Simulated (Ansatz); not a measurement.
# Worked example: CH2I2 + SiH2(CH3)Te → CHI2 + SiH2(CH3)(TeH)

Species: CH2I2 (diiodomethane) `ICI`, singlet; SiH2(CH3)Te, doublet; CHI2 `I[CH]I`, doublet; SiH2(CH3)(TeH), singlet. A radical takes H: the energy is the difference in strength between the C–H bond broken and the Te–H bond made.

Shapes, held fixed at every level: PBE0-D4/def2-TZVP. Flexible molecules stand in one conformer, not always the lowest. Programs: Ansatz 0.2.0. The zero-point and thermal change to 298 K, harmonic and unscaled (PBE0-D4/def2-TZVP), is -14.2 kJ/mol.

At CCSD(T)/def2-TZVPP; 1 Eh = 2625.50 kJ/mol:

| species | energy (Eh) |
| --- | --- |
| CH2I2 | -633.508921 |
| SiH2(CH3)Te | -597.545969 |
| CHI2 | -632.845953 |
| SiH2(CH3)(TeH) | -598.162312 |

Problem. Work out ΔH(298 K) of the reaction at this level.

Solution. 
1. Products less reactants: (-632.845953) + (-598.162312) − [(-633.508921) + (-597.545969)] = 0.046625 Eh = +122.4 kJ/mol.
2. With the thermal change: +122.4 + (-14.2) = +108.2 kJ/mol.

Other levels give +94.6 (PBE-D4/def2-TZVPP) to +132.2 kJ/mol (MP2/def2-SVP). No measured value is set beside it here. Open shells run unrestricted unless RO is named. For atoms past krypton def2 sets carry core potentials with scalar relativity. Correlated rows may include outer-core shells of I, Te, which these sets cover unevenly.
